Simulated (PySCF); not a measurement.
Isomers of C6H8O2. Computed with TDDFT PBE0/def2-SVPD, vertical, gas phase, core orbitals frozen in the response in PySCF 2.14.0, density-fitted response routines. Geometries: GFN2-xTB; one conformer of each isolated species. Triplets are in the Tamm–Dancoff approximation.

A. `C1CC=C(C1)C(O)=O`
B. `CO/C=C1C=C/1OC`
C. `CCC1=COC=CO1`
D. `OCC1=CCC=CO1`

Lowest singlet levels (six at most, fewer where fewer were computed) with oscillator strengths:

1. 245 nm (f 0.010); 216 nm (f 0.007); 194 nm (f 0.020); 190 nm (f 0.003); 186 nm (f 0.001); 185 nm (f 0.002); T1 3.78 eV
2. 286 nm (f 0.032); 273 nm (f 0.000); 243 nm (f 0.011); 234 nm (f 0.002); 224 nm (f 0.000); 205 nm (f 0.002); T1 3.20 eV
3. 301 nm (f 0.002); 253 nm (f 0.014); 218 nm (f 0.006); 211 nm (f 0.007); 203 nm (f 0.001); 196 nm (f 0.007); T1 3.09 eV
4. 251 nm (f 0.000); 221 nm (f 0.276); 181 nm (f 0.002); 176 nm (f 0.072); 168 nm (f 0.001); 168 nm (f 0.001); T1 3.55 eV

Question: Which spectrum belongs to which structure?

Answer: 1 = D, 2 = B, 3 = C, 4 = A.
- A: S1 at 4.94 eV, HOMO-1→LUMO (96%); Löwdin shares by element: HOMO carbon 71% or more (atoms not listed hold the other 29%); LUMO carbon 62% or more, oxygen 17% or more (atoms not listed hold the other 21%); HOMO -7.46 and LUMO -1.28 eV.
- B: S1 at 4.33 eV, HOMO→LUMO (97%); Löwdin shares by element: HOMO carbon 61% or more, oxygen 21% or more (atoms not listed hold the other 18%); LUMO carbon 64% or more, oxygen 11% or more, hydrogen 10% or more (atoms not listed hold the other 15%); HOMO -5.05 and LUMO 0.33 eV.
- C: S1 at 4.12 eV, HOMO→LUMO (99%); Löwdin shares by element: HOMO oxygen 44%, carbon 26% or more (atoms not listed hold the other 30%); LUMO carbon 69% or more (atoms not listed hold the other 31%); HOMO -5.51 and LUMO -0.04 eV.
- D: S1 at 5.06 eV, HOMO→LUMO (99%); Löwdin shares by element: HOMO carbon 45% or more, oxygen 22% or more (atoms not listed hold the other 33%); LUMO carbon 68% or more (atoms not listed hold the other 32%); HOMO -6.33 and LUMO -0.09 eV.
A and D have S1 within 0.13 eV of each other; their strongest listed levels stand at 5.61 eV (f 0.276) and 6.38 eV (f 0.020).
